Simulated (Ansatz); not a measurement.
Consider the formal exchange of groups at the Si–Si bond: `FC[SiH]([SiH3])[SiH3]` + CH₄ → `C[SiH]([SiH3])CF` + SiH₄.

Calculated with Ansatz (gas phase, PBE0-D4/def2-TZVP geometries, no zero-point term in ΔE). CBS: MP2 limit from def2 TZ/QZ plus the TZ coupled-cluster correction, frozen cores. This one scheme is used for every species. DFT in def2-TZVPP. Each species was taken in one conformer, which may not be the lowest.

```csv
level,ΔE (kJ/mol)
r2SCAN-D4,16.8
ωB97X-V,11.0
B2PLYP,9.4
r2SCAN,16.3
MP2/def2-TZVPP,6.9
SCS-MP2/def2-TZVPP,4.8
MP2/def2-QZVPP,7.3
HF/CBS(def2),0.5
```

**Question.** What does CCSD(T)/CBS give? (An estimate is asked.)

**Answer.** Ansatz gave: +11.8 kJ/mol. The listed levels differ from it by 5.0, -0.8, -2.4, 4.5, -4.9, -7.0, -4.5, -11.3 kJ/mol.

Largest T1 diagnostic among the species: 0.013.

In def2-TZVPP, CCSD(T) changes the Hartree–Fock value by +9.5 kJ/mol (the triples alone add +1.8 kJ/mol) and MP2 by +5.7 kJ/mol. From PBE to PBE0 (25 % exact exchange), in def2-TZVPP and without D4, ΔE moves by −3.3 kJ/mol.
